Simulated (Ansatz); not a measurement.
## Molecular dynamics of GaH₅N₂O

input.yaml

```yaml
crystal:
  periodic: [false, false, false]
  atoms:
    - { symbol: Ga, position_ang: [-0.030965, -0.022525, -0.092165] }
    - { symbol: O, position_ang: [0.038533, 0.007932, 1.702375] }
    - { symbol: H, position_ang: [-0.816075, -0.073758, 2.141615] }
    - { symbol: "N", position_ang: [1.564334, 0.232979, -0.931306] }
    - { symbol: H, position_ang: [1.710146, -0.039939, -1.897175] }
    - { symbol: H, position_ang: [2.423931, 0.152255, -0.397905] }
    - { symbol: "N", position_ang: [-1.60554, -0.290639, -0.981387] }
    - { symbol: H, position_ang: [-2.499979, -0.193209, -0.512164] }
    - { symbol: H, position_ang: [-1.693885, -0.054496, -1.964787] }
basis:
  gaussian: { orbitals: def2-SVP }
hamiltonian:
  xc: b3lyp
md:
  timestep: 0.5
  n_steps: 250
  ensemble: nvt_langevin
  temperature: 300.0
  initial_velocities: maxwell_boltzmann
  seed: 245020
  friction: 0.001
```

Command:

```bash
$ ansatz run input.yaml --threads 2 --pin off --max-ram 3072MiB --backend cpu --events-out ev --progress --plain --runs-dir out
```

It starts from a relaxed structure.

Output, in part (one step line in 9, the closing report, with atoms numbered from 0):

```
md step     0: t =     0.00 fs  T =   266.7 K  F+E_penalty+E_count = -57478.96643857 eV  E_kin = 0.310224 eV  (27 SCF iters)
md step     9: t =     4.50 fs  T =   233.2 K  F+E_penalty+E_count = -57478.92409901 eV  E_kin = 0.271267 eV  (27 SCF iters)
md step    18: t =     9.00 fs  T =   190.0 K  F+E_penalty+E_count = -57478.87838768 eV  E_kin = 0.221072 eV  (26 SCF iters)
md step    27: t =    13.50 fs  T =   152.9 K  F+E_penalty+E_count = -57478.84341213 eV  E_kin = 0.177915 eV  (27 SCF iters)
md step    36: t =    18.00 fs  T =   147.7 K  F+E_penalty+E_count = -57478.84798560 eV  E_kin = 0.171881 eV  (28 SCF iters)
md step    45: t =    22.50 fs  T =   151.1 K  F+E_penalty+E_count = -57478.86619176 eV  E_kin = 0.175735 eV  (27 SCF iters)
md step    54: t =    27.00 fs  T =   147.6 K  F+E_penalty+E_count = -57478.84545137 eV  E_kin = 0.171693 eV  (28 SCF iters)
md step    63: t =    31.50 fs  T =   123.4 K  F+E_penalty+E_count = -57478.80100146 eV  E_kin = 0.143547 eV  (28 SCF iters)
md step    72: t =    36.00 fs  T =    94.9 K  F+E_penalty+E_count = -57478.75539648 eV  E_kin = 0.110360 eV  (27 SCF iters)
md step    81: t =    40.50 fs  T =   115.3 K  F+E_penalty+E_count = -57478.77936057 eV  E_kin = 0.134180 eV  (28 SCF iters)
md step    90: t =    45.00 fs  T =   172.3 K  F+E_penalty+E_count = -57478.85058061 eV  E_kin = 0.200387 eV  (27 SCF iters)
md step    99: t =    49.50 fs  T =   205.5 K  F+E_penalty+E_count = -57478.87914990 eV  E_kin = 0.239064 eV  (27 SCF iters)
md step   108: t =    54.00 fs  T =   213.5 K  F+E_penalty+E_count = -57478.87807186 eV  E_kin = 0.248349 eV  (27 SCF iters)
md step   117: t =    58.50 fs  T =   182.0 K  F+E_penalty+E_count = -57478.84913064 eV  E_kin = 0.211763 eV  (26 SCF iters)
md step   126: t =    63.00 fs  T =   184.6 K  F+E_penalty+E_count = -57478.86062936 eV  E_kin = 0.214756 eV  (26 SCF iters)
md step   135: t =    67.50 fs  T =   184.3 K  F+E_penalty+E_count = -57478.86632616 eV  E_kin = 0.214439 eV  (28 SCF iters)
md step   144: t =    72.00 fs  T =   165.9 K  F+E_penalty+E_count = -57478.85351765 eV  E_kin = 0.192941 eV  (27 SCF iters)
md step   153: t =    76.50 fs  T =   146.4 K  F+E_penalty+E_count = -57478.82785096 eV  E_kin = 0.170339 eV  (28 SCF iters)
md step   162: t =    81.00 fs  T =   120.2 K  F+E_penalty+E_count = -57478.80142767 eV  E_kin = 0.139799 eV  (28 SCF iters)
md step   171: t =    85.50 fs  T =   124.0 K  F+E_penalty+E_count = -57478.81952816 eV  E_kin = 0.144214 eV  (27 SCF iters)
md step   180: t =    90.00 fs  T =   116.5 K  F+E_penalty+E_count = -57478.80889477 eV  E_kin = 0.135525 eV  (28 SCF iters)
md step   189: t =    94.50 fs  T =   115.9 K  F+E_penalty+E_count = -57478.80952921 eV  E_kin = 0.134865 eV  (25 SCF iters)
md step   198: t =    99.00 fs  T =   111.8 K  F+E_penalty+E_count = -57478.80944321 eV  E_kin = 0.130068 eV  (24 SCF iters)
md step   207: t =   103.50 fs  T =   126.1 K  F+E_penalty+E_count = -57478.82010091 eV  E_kin = 0.146659 eV  (28 SCF iters)
md step   216: t =   108.00 fs  T =   164.4 K  F+E_penalty+E_count = -57478.85788329 eV  E_kin = 0.191305 eV  (27 SCF iters)
md step   225: t =   112.50 fs  T =   189.9 K  F+E_penalty+E_count = -57478.87307016 eV  E_kin = 0.220915 eV  (27 SCF iters)
md step   234: t =   117.00 fs  T =   200.2 K  F+E_penalty+E_count = -57478.89073003 eV  E_kin = 0.232892 eV  (27 SCF iters)
md step   243: t =   121.50 fs  T =   172.3 K  F+E_penalty+E_count = -57478.85045934 eV  E_kin = 0.200475 eV  (28 SCF iters)
md step   250: t =   125.00 fs  T =   163.1 K  F+E_penalty+E_count = -57478.84837139 eV  E_kin = 0.189777 eV  (27 SCF iters)
Total energy: -57478.84862026 eV, -2112.3087262317 hartree
Atom 0 at    -0.096132     0.050156    -0.081737 Å, force    -0.992247    -0.890347     0.310329 eV/Å
Atom 1 at    -0.098229     0.180555     1.697477 Å, force    -0.377980     0.049536     0.490997 eV/Å
Atom 2 at    -0.913882    -0.090508     2.150324 Å, force     0.300624     0.120684    -0.225374 eV/Å
Atom 3 at     1.407960     0.508060    -0.910839 Å, force     1.076077     0.176456    -0.952888 eV/Å
Atom 4 at     1.571564     0.102334    -1.832499 Å, force     0.001453     0.178160     0.132559 eV/Å
Atom 5 at     2.301771     0.671867    -0.452894 Å, force    -0.259738     0.036730     0.113053 eV/Å
Atom 6 at    -1.452831    -0.807313    -0.977296 Å, force    -0.684953    -0.186375     1.059758 eV/Å
Atom 7 at    -2.326355    -1.196426    -0.587926 Å, force     0.751600     0.441796     0.039764 eV/Å
Atom 8 at    -1.509270    -0.892072    -1.967715 Å, force     0.185162     0.073360    -0.968197 eV/Å
Dipole moment:    -0.227076    -0.205991    -0.283114 e Å
```

The run went to its last step. The mean temperature of the second half is 49 % below the set value. A run of 0.12 ps of so small a system gives no equilibrium averages.

The same pairs are bonded in the first frame and the last. Pairs count as bonded within 1.25 times the sum of covalent radii (0.12 Å more for H–H).

Last frame:

```xyz
9
Properties=species:S:1:pos:R:3
Ga -0.096 0.050 -0.082
O -0.098 0.181 1.698
H -0.914 -0.090 2.150
N 1.408 0.508 -0.911
H 1.572 0.102 -1.833
H 2.302 0.672 -0.453
N -1.453 -0.807 -0.977
H -2.326 -1.196 -0.588
H -1.509 -0.892 -1.968
```

Run time: 8.7 min on 2 threads of Arm Neoverse V2, on a shared host, peak memory 0.2 GiB.
